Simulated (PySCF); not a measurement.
Electron correlation in P (phosphorus, neutral)

[Ne] 3s2 3p2 4s1, high-spin 4P determinant (an excited configuration). All numbers are calculated (PySCF 2.14, scalar relativity by spin-free X2C-1e, in x2c-QZVPPall with one added diffuse shell each of s, p, d, f type (10s7p5d3f1g, 86 functions)). Frozen: [Ne]; 5 electrons correlated.

```
  level  correlation energy (mhartree)
   CCSD                         -95.93
    (T)                          -3.81
CCSD(T)                         -99.74
```

Diagnostics: T1 = 0.018, D1 = 0.0531, largest double amplitude 0.096.

The outer electron is Rydberg-like, and this basis confines it to a smaller radius and binds it less than a complete one would.

Cost of the coupled-cluster step: about 9 core-seconds, for 5 correlated electrons.

Iterations:

```
CC2 = 0
CCSD nocc = (np.int64(4), np.int64(1)), nmo = (81, 81)
frozen orbitals [[0, 1, 2, 3, 4], [0, 1, 2, 3, 4]]
max_cycle = 100
direct = 0
conv_tol = 1e-08
conv_tol_normt = 1e-06
diis_space = 8
diis_start_cycle = 0
Init t2, MP2 energy = -0.076994170284344
Init E_corr(UCCSD) = -0.0769941702856159
cycle = 1  E_corr(UCCSD) = -0.0897720835059683  dE = -0.0127779132  norm(t1,t2) = 0.0535595
cycle = 2  E_corr(UCCSD) = -0.0934789080017387  dE = -0.0037068245  norm(t1,t2) = 0.0213795
cycle = 3  E_corr(UCCSD) = -0.0957977435092501  dE = -0.00231883551  norm(t1,t2) = 0.0108139
cycle = 4  E_corr(UCCSD) = -0.0958042964783816  dE = -6.55296913e-06  norm(t1,t2) = 0.0044112
cycle = 5  E_corr(UCCSD) = -0.095902664569642  dE = -9.83680913e-05  norm(t1,t2) = 0.00299728
cycle = 6  E_corr(UCCSD) = -0.0959043708718235  dE = -1.70630218e-06  norm(t1,t2) = 0.001853
cycle = 7  E_corr(UCCSD) = -0.0959072521688781  dE = -2.88129705e-06  norm(t1,t2) = 0.00122002
cycle = 8  E_corr(UCCSD) = -0.0959258491339273  dE = -1.8596965e-05  norm(t1,t2) = 0.000799346
cycle = 9  E_corr(UCCSD) = -0.0959241693164484  dE = 1.67981748e-06  norm(t1,t2) = 0.000446784
cycle = 10  E_corr(UCCSD) = -0.0959274476901229  dE = -3.27837367e-06  norm(t1,t2) = 0.000875987
cycle = 11  E_corr(UCCSD) = -0.0959269628210551  dE = 4.84869068e-07  norm(t1,t2) = 0.000156532
cycle = 12  E_corr(UCCSD) = -0.0959303400907846  dE = -3.37726973e-06  norm(t1,t2) = 4.60932e-05
cycle = 13  E_corr(UCCSD) = -0.0959310058843561  dE = -6.65793571e-07  norm(t1,t2) = 1.69278e-05
cycle = 14  E_corr(UCCSD) = -0.0959305429902276  dE = 4.62894129e-07  norm(t1,t2) = 6.2872e-06
cycle = 15  E_corr(UCCSD) = -0.0959303797302846  dE = 1.63259943e-07  norm(t1,t2) = 1.68625e-06
cycle = 16  E_corr(UCCSD) = -0.0959303736636158  dE = 6.06666879e-09  norm(t1,t2) = 4.42105e-07
UCCSD converged
E(UCCSD) = -341.3824040185853  E_corr = -0.09593037366361581
UCCSD(T) correction = -0.00381116524422121
```
